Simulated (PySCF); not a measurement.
## F(5+): ionisation energy

F(5+) [He] 2s2 (1S) → F(6+) [He] 2s1 (2S), as a difference of total energies. Calculation: PySCF 2.14, in an even-tempered Gaussian basis (20 s from 0.42 bohr⁻², ratio 2.2; 9 p from 0.72 bohr⁻², ratio 2.4; 6 d from 2.2 bohr⁻², ratio 2.4; 5 f from 3.3 bohr⁻², ratio 2.4; 5 g from 4.9 bohr⁻², ratio 2.4); the spin-free X2C one-electron Hamiltonian (Gaussian nucleus). Correlated levels: nothing frozen; virtual orbitals above 40 to 60 times the deepest correlated orbital energy dropped. The calculations carry no spin-orbit coupling.

```csv
method,ionisation energy (eV),error (eV)
UHF,154.03,-3.13
LDA,155.18,-1.98
PBE,155.74,-1.42
PBE0,155.61,-1.55
r2SCAN,154.84,-2.32
M06-L,155.17,-1.99
r2SCAN0,154.96,-2.20
MP2 (all electrons),155.96,-1.20
SCS-MP2 (all electrons),156.31,-0.85
```

Reference: 157.16 eV (measured; NIST Atomic Spectra Database, ionization energies).

MP2 underrates the near-degeneracy of ns² with np² in the lower species.
